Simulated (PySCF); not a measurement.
HN$_{2}$, charge +1, singlet, at a GFN2-xTB geometry, with bond 3-1 at 3.0 times its length; PySCF with PBE/cc-pVDZ.

PySCF was given this input:
```python
from pyscf import gto, scf, dft

mol = gto.M(
    atom='''
N    -0.00000000   -0.00000000   -0.43539476
N     0.00000000    0.00000000    0.64482984
H     0.00000000    0.00000000   -3.52734722
''',
    basis='cc-pvdz',
    charge=1,
    verbose=4,
)

mf = dft.RKS(mol)
mf.xc = 'pbe'
mf.kernel()
mo_i, mo_e, stable_i, stable_e = mf.stability(internal=True, external=True, return_status=True, nroots=6, tol=1e-6)
print('internally stable:', stable_i, ' externally stable:', stable_e)
if not stable_e:
    umf = mf.to_uhf() if not hasattr(mf, 'xc') else mf.to_uks()
    umf.scf_summary = {}
    umf.kernel(umf.make_rdm1(mo_e, umf.mo_occ))
```

It wrote (shortened):

```
PySCF version 2.14.0

[INPUT] verbose = 4
[INPUT] num. atoms = 3
[INPUT] num. electrons = 14
[INPUT] charge = 1
[INPUT] spin (= nelec alpha-beta = 2S) = 0
[INPUT] symmetry False subgroup None
[INPUT] Mole.unit = angstrom
[INPUT] Symbol           X                Y                Z      unit          X                Y                Z       unit  Magmom
[...]
nuclear repulsion = 26.0898439955511
number of shells = 13
number of NR pGTOs = 59
number of NR cGTOs = 33
basis = cc-pvdz
ecp = {}

******** <class 'pyscf.dft.rks.RKS'> ********
method = RKS
initial guess = minao
damping factor = 0
level_shift factor = 0
DIIS = <class 'pyscf.scf.diis.CDIIS'>
diis_start_cycle = 1
diis_space = 8
diis_damp = 0
SCF conv_tol = 1e-09
SCF conv_tol_grad = None
SCF max_cycles = 50
direct_scf = True
direct_scf_tol = 1e-13
XC library pyscf.dft.libxc version 7.1.2
    S. Lehtola, C. Steigemann, M. J. T. Oliveira, and M. A. L. Marques,  SoftwareX 7, 1–5 (2018)
XC functionals = pbe
    J. P. Perdew, K. Burke, and M. Ernzerhof,  Phys. Rev. Lett. 77, 3865 (1996)
    J. P. Perdew, K. Burke, and M. Ernzerhof,  Phys. Rev. Lett. 78, 1396 (1997)
    J. P. Perdew, K. Burke, and M. Ernzerhof,  Phys. Rev. Lett. 77, 3865 (1996)
    J. P. Perdew, K. Burke, and M. Ernzerhof,  Phys. Rev. Lett. 78, 1396 (1997)
radial grids:
    Treutler-Ahlrichs [JCP 102, 346 (1995); DOI:10.1063/1.469408] (M4) radial grids

becke partition: Becke, JCP 88, 2547 (1988); DOI:10.1063/1.454033
pruning grids: <function nwchem_prune>
grids dens level: 3
symmetrized grids: False
atomic radii adjust function: <function treutler_atomic_radii_adjust>
small_rho_cutoff = 0
Set gradient conv threshold to 3.16228e-05
Initial guess from minao.
tot grids = 37616
init E= -110.068542140771
cycle= 1 E= -109.4168840107  delta_E= 0.652  |g|= 0.107  |ddm|=  1.9
cycle= 2 E= -108.116248870279  delta_E=  1.3  |g|= 1.28  |ddm|= 1.92
cycle= 3 E= -109.388799580479  delta_E= -1.27  |g|= 0.388  |ddm|= 1.53
cycle= 4 E= -109.283401105216  delta_E= 0.105  |g|= 0.638  |ddm|= 0.28
cycle= 5 E= -108.835139011169  delta_E= 0.448  |g|= 1.07  |ddm|= 0.629
cycle= 6 E= -108.865873245456  delta_E= -0.0307  |g|= 1.06  |ddm|= 0.0363
cycle= 7 E= -108.322439775907  delta_E= 0.543  |g|= 1.01  |ddm|= 0.723
cycle= 8 E= -108.378919467173  delta_E= -0.0565  |g|= 1.03  |ddm|= 0.103
cycle= 9 E= -108.316927927514  delta_E= 0.062  |g|= 1.01  |ddm|= 0.114
cycle= 10 E= -108.262902658536  delta_E= 0.054  |g|= 0.981  |ddm|= 0.162
cycle= 11 E= -108.257518980493  delta_E= 0.00538  |g|= 0.987  |ddm|= 0.0319
cycle= 12 E= -108.272838400504  delta_E= -0.0153  |g|= 0.947  |ddm|= 0.0671
cycle= 13 E= -109.382988462046  delta_E= -1.11  |g|= 0.374  |ddm|= 1.96
cycle= 14 E= -109.412841093525  delta_E= -0.0299  |g|= 0.174  |ddm|= 0.237
cycle= 15 E= -108.319229237923  delta_E= 1.09  |g|= 1.01  |ddm|= 1.92
cycle= 16 E= -108.321709893772  delta_E= -0.00248  |g|= 1.02  |ddm|= 0.00759
cycle= 17 E= -108.381998087792  delta_E= -0.0603  |g|= 1.03  |ddm|= 0.11
cycle= 18 E= -108.381417868638  delta_E= 0.00058  |g|= 1.03  |ddm|= 0.00741
cycle= 19 E= -108.359376278983  delta_E= 0.022  |g|= 1.03  |ddm|= 0.0384
cycle= 20 E= -108.342688191557  delta_E= 0.0167  |g|= 1.03  |ddm|= 0.0293
cycle= 21 E= -108.338848226744  delta_E= 0.00384  |g|= 1.02  |ddm|= 0.0232
cycle= 22 E= -109.429008146516  delta_E= -1.09  |g|= 0.0776  |ddm|= 1.86
cycle= 23 E= -108.337187968452  delta_E= 1.09  |g|= 0.988  |ddm|= 1.88
cycle= 24 E= -108.339680167395  delta_E= -0.00249  |g|= 0.986  |ddm|= 0.00572
cycle= 25 E= -108.329690520504  delta_E= 0.00999  |g|= 0.992  |ddm|= 0.0218
cycle= 26 E= -108.367577093485  delta_E= -0.0379  |g|= 0.999  |ddm|= 0.0704
cycle= 27 E= -108.39607710676  delta_E= -0.0285  |g|= 1.01  |ddm|= 0.051
cycle= 28 E= -108.381385442473  delta_E= 0.0147  |g|=    1  |ddm|= 0.0283
cycle= 29 E= -108.326068730459  delta_E= 0.0553  |g|= 0.976  |ddm|= 0.111
cycle= 30 E= -108.313713049789  delta_E= 0.0124  |g|= 0.973  |ddm|= 0.0287
[...]
SCF not converged.
<class 'pyscf.dft.rks.RKS'> wavefunction has an internal instability
<class 'pyscf.dft.rks.RKS'> wavefunction has an real -> complex instability
<class 'pyscf.dft.rks.RKS'> wavefunction has an RHF/RKS -> UHF/UKS instability
internally stable: False  externally stable: False
[...]
symmetrized grids: False
atomic radii adjust function: <function treutler_atomic_radii_adjust>
small_rho_cutoff = 0
Set gradient conv threshold to 3.16228e-05
init E= -108.885668499564
cycle= 1 E= -108.979554685361  delta_E= -0.0939  |g|= 0.988  |ddm|= 1.35
cycle= 2 E= -105.652073489837  delta_E= 3.33  |g|= 1.94  |ddm|= 2.05
cycle= 3 E= -109.163687763009  delta_E= -3.51  |g|= 0.772  |ddm|= 1.93
cycle= 4 E= -109.339615586869  delta_E= -0.176  |g|= 0.417  |ddm|= 0.339
cycle= 5 E= -109.416450565581  delta_E= -0.0768  |g|= 0.199  |ddm|= 0.385
cycle= 6 E= -108.313500160682  delta_E=  1.1  |g|= 0.672  |ddm|= 1.33
cycle= 7 E= -108.46778422077  delta_E= -0.154  |g|= 0.718  |ddm|= 0.202
cycle= 8 E= -108.311534158991  delta_E= 0.156  |g|= 0.681  |ddm|= 0.195
cycle= 9 E= -108.296044984322  delta_E= 0.0155  |g|= 0.683  |ddm|= 0.023
cycle= 10 E= -108.263133750802  delta_E= 0.0329  |g|= 0.707  |ddm|= 0.0493
cycle= 11 E= -108.306861988749  delta_E= -0.0437  |g|= 0.687  |ddm|= 0.0567
cycle= 12 E= -108.168143879147  delta_E= 0.139  |g|= 0.78  |ddm|= 0.179
cycle= 13 E= -108.152901417637  delta_E= 0.0152  |g|= 0.812  |ddm|= 0.0827
cycle= 14 E= -109.109888665355  delta_E= -0.957  |g|= 0.726  |ddm|= 1.55
cycle= 15 E= -109.406024249863  delta_E= -0.296  |g|= 0.159  |ddm|= 0.69
cycle= 16 E= -109.427003740278  delta_E= -0.021  |g|= 0.0771  |ddm|= 0.278
cycle= 17 E= -108.326787307105  delta_E=  1.1  |g|= 0.712  |ddm|= 1.33
cycle= 18 E= -108.32528555054  delta_E= 0.0015  |g|= 0.714  |ddm|= 0.00445
cycle= 19 E= -108.373125533784  delta_E= -0.0478  |g|= 0.746  |ddm|= 0.0809
cycle= 20 E= -108.303151619816  delta_E= 0.07  |g|= 0.723  |ddm|=  0.1
cycle= 21 E= -108.287117486107  delta_E= 0.016  |g|= 0.723  |ddm|= 0.029
cycle= 22 E= -108.303372796604  delta_E= -0.0163  |g|= 0.732  |ddm|= 0.0342
cycle= 23 E= -108.542661448442  delta_E= -0.239  |g|= 0.793  |ddm|= 0.269
cycle= 24 E= -108.297114919466  delta_E= 0.246  |g|= 0.726  |ddm|= 0.28
cycle= 25 E= -109.268135796278  delta_E= -0.971  |g|= 0.549  |ddm|=  1.4
cycle= 26 E= -109.407834978903  delta_E= -0.14  |g|= 0.151  |ddm|= 0.38
cycle= 27 E= -109.429097121021  delta_E= -0.0213  |g|= 0.0663  |ddm|= 0.265
cycle= 28 E= -108.283564602336  delta_E= 1.15  |g|= 0.718  |ddm|= 1.34
cycle= 29 E= -108.286511549869  delta_E= -0.00295  |g|= 0.718  |ddm|= 0.00607
cycle= 30 E= -108.285746477434  delta_E= 0.000765  |g|= 0.722  |ddm|= 0.00767
cycle= 31 E= -108.288252437484  delta_E= -0.00251  |g|= 0.718  |ddm|= 0.00695
cycle= 32 E= -108.270208340985  delta_E= 0.018  |g|= 0.719  |ddm|= 0.0296
cycle= 33 E= -108.27367248588  delta_E= -0.00346  |g|= 0.719  |ddm|= 0.0119
cycle= 34 E= -108.334252640387  delta_E= -0.0606  |g|= 0.744  |ddm|= 0.0997
cycle= 35 E= -108.286496910775  delta_E= 0.0478  |g|= 0.738  |ddm|= 0.0635
cycle= 36 E= -109.041510996673  delta_E= -0.755  |g|= 0.814  |ddm|= 1.53
cycle= 37 E= -109.359937961435  delta_E= -0.318  |g|= 0.324  |ddm|= 0.542
cycle= 38 E= -109.415005268925  delta_E= -0.0551  |g|= 0.116  |ddm|= 0.369
cycle= 39 E= -108.316424690977  delta_E=  1.1  |g|= 0.749  |ddm|= 1.35
cycle= 40 E= -108.350752019604  delta_E= -0.0343  |g|= 0.752  |ddm|= 0.0441
cycle= 41 E= -108.356445335062  delta_E= -0.00569  |g|= 0.753  |ddm|= 0.0072
cycle= 42 E= -108.376587084873  delta_E= -0.0201  |g|= 0.76  |ddm|= 0.0262
cycle= 43 E= -108.333726473889  delta_E= 0.0429  |g|= 0.743  |ddm|= 0.0589
cycle= 44 E= -108.324413220753  delta_E= 0.00931  |g|= 0.743  |ddm|= 0.0126
cycle= 45 E= -109.443285743947  delta_E= -1.12  |g|= 0.0913  |ddm|= 1.17
cycle= 46 E= -108.942694929264  delta_E= 0.501  |g|= 0.699  |ddm|= 0.798
cycle= 47 E= -108.634092422234  delta_E= 0.309  |g|= 0.739  |ddm|= 0.298
cycle= 48 E= -108.352340375779  delta_E= 0.282  |g|= 0.709  |ddm|= 0.307
cycle= 49 E= -108.458833026716  delta_E= -0.106  |g|= 0.73  |ddm|= 0.121
cycle= 50 E= -108.320517302104  delta_E= 0.138  |g|= 0.697  |ddm|= 0.167
SCF not converged.
SCF energy = -108.320517302104 after 50 cycles  <S^2> = 0.00090477932  2S+1 = 1.0018079
```

Convergence was not reached.
